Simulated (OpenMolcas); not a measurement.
A run on Mn2+ among 6 point charges of -1.43 e arranged as a trigonal prism (D3h), 1.86 Å from the ion, with a polar angle of 47.1° against the regular 49.1°.

```yaml
Program: OpenMolcas
Method: CASSCF
Basis: ANO-RCC-VDZP [5s4p2d1f]
Scalar_Hamiltonian: DKH2, point nucleus
Active_space: 5 electrons in 5 orbitals (3d)
State_averaging: 2S+1 = 6 even, 1 root; 2S+1 = 4 even, 24 roots; 2S+1 = 2 even, 75 roots
Spin-orbit_coupling: state interaction with AMFI integrals over the reference wave functions
```

34 basis functions. Blocks (2S+1, parity, CSFs, roots kept): 6, even, 1, 1; 4, even, 24, 24; 2, even, 75, 75.

How long do the RASSCF and RASSI steps take on 1 thread of Arm Neoverse V2, on a shared host?

About 23 s of wall time, without the integral step.
